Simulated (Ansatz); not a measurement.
A run for Ansatz (a first-principles code): U-B97M-V/def2-TZVPP on GaRu, 2S+1 = 4, a spin state set in the input, which need not be the lowest, a point of a bond scan (R = 2.387 Å). Elements past Kr take the def2 small-core potentials; no spin–orbit coupling.

Ansatz 0.2 input:
```yaml
crystal:
  periodic: [false, false, false]
  atoms:
    - {symbol: Ru, position_ang: [0.00000000, 0.00000000, 0.00000000]}
    - {symbol: Ga, position_ang: [0.00000000, 0.00000000, 2.38742500]}
basis:
  gaussian:
    orbitals: def2-TZVPP
    pivot_positions_ang: [[0.00000000, 0.00000000, 0.00000000], [0.00000000, 0.00000000, 2.38742500]]
hamiltonian:
  xc: {name: B97M-V}
magnetization: {spin_polarized: true, initial_magnetization: 3}
output: {forces: true, orbitals: {seedname: ./end}}
```

Program output:

```
WARN ansatz: RAYON_NUM_THREADS=2 ignored (pool sized by the plan → 2); use --threads N
Functional definition: B97M-V
integrals: 0.04 GiB planned
697 factors; their error is unknown
mean field: 0.50 GiB planned
mean field evaluation 1: about -54933.8856 eV, gradient 5.5e1 eV
mean field evaluation 2: about -54629.5956 eV, gradient 1.5e2 eV
mean field evaluation 4: about -54939.8833 eV, gradient 4.0e1 eV
mean field evaluation 8: about -54948.2347 eV, gradient 2.9e0 eV
mean field evaluation 16: about -54948.2929 eV, gradient 2.0e-3 eV
mean field evaluation 32: about -54948.3594 eV, gradient 1.1e-2 eV
mean field evaluation 64: about -54945.7253 eV, gradient 2.0e1 eV
mean field evaluation 96: about -54946.3553 eV, gradient 1.2e1 eV
mean field evaluation 128: about -54948.0561 eV, gradient 6.7e-1 eV
mean field evaluation 160: about -54945.0783 eV, gradient 7.9e0 eV
mean field evaluation 192: about -54947.0788 eV, gradient 4.1e0 eV
mean field -54948.35935628 eV, -2019.3149610078 hartree, gradient 6.0e-6 eV, S^2 3.849574; 13 other end points of the search recorded, 0 dependent functions left out
the calculation of the forces begins
reference -54948.35940256 eV, -2019.3149627084 hartree; 25, 22 occupied and 79, 82 virtual orbitals, 697 factors
Total energy: -54948.35940256 eV, -2019.3149627084 hartree
Atom 0 at     0.000000     0.000000     0.000000 Å, force    -0.000001    -0.000001    -0.627974 eV/Å
Atom 1 at     0.000000     0.000000     2.387425 Å, force     0.000001     0.000001     0.627974 eV/Å
Dipole moment:     0.000000    -0.000000    -0.120389 e Å
```

Self-consistency was reached.

Cost: very roughly 2.9 core-minutes.
